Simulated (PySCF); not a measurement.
C₃H₄O₂Si, SMILES O=C1C=C[SiH2]O1.

The structure is a stationary point at PBE0-D3(BJ)/def2-SVP. This is a generated structure with no PubChem entry under its InChIKey; it may be hypothetical.

These are SMD-B3LYP/6-31G* (PySCF) values and carry that method's errors.

Solvation free energies are E(SMD) − E(gas) at the gas-phase geometry, for 1 M in both phases. In vacuum the dipole moment is 4.33 D.

Estimate the solvation free energies in water, acetone, N,N-dimethylformamide. (An estimate is asked for; the answer gives what the named calculation found.)


```
solvent                ΔG(solv) (kcal/mol)  its non-electrostatic (CDS) part  dipole (D)
---------------------  -------------------  --------------------------------  ----------
water                                 -3.8                               4.6        5.92
acetone                               -6.1                              -1.1        5.33
N,N-dimethylformamide                 -6.0                              -1.0        5.33
```
